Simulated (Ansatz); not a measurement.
C$_{2}$H$_{6}$FSi, SMILES `[CH2]C[SiH2]F` radical. Charge 0, multiplicity 2.

```xyz
10

C    -0.893    0.938    0.743
C     0.101    0.736   -0.326
Si    0.535   -1.091   -0.292
F     1.619   -1.449   -1.421
H    -0.583    1.136    1.760
H    -1.948    0.788    0.556
H    -0.292    0.981   -1.318
H     1.016    1.314   -0.164
H     1.122   -1.448    1.022
H    -0.676   -1.905   -0.560
```

Q: Give the diagnostics of a CCSD(T)/def2-TZVPP run (frozen core, Ansatz). (Estimate.)

A: Ansatz gave: T1 = 0.0131, largest single amplitude 0.034, largest double 0.016, (T) share of the correlation energy 3.2 %, 11 CCSD cycles. ⟨S²⟩ of the UHF reference is 0.765 against 0.75 for a pure state. T1 lies under the customary mark of 0.045 for open shells.
